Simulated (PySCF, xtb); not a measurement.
Au(CO) (CAuO), SMILES [O+]#[C-]->[Au+], charge +1, multiplicity 1.

Harmonic wavenumbers (cm⁻¹) from GFN2-xTB in xtb at its own minimum, in rising order: 295, 295, 394, 2317.

Task: What does TPSSh-D3(BJ)/def2-TZVP in PySCF 2.14.0 give at its own minimum? (The exact figures need the calculation; the answer reports its results.)

Result: 317, 317, 407, 2269. Paired by order, the mean absolute difference is 26 cm⁻¹ and the zero-point energies are 4.7 and 4.7 kcal/mol.
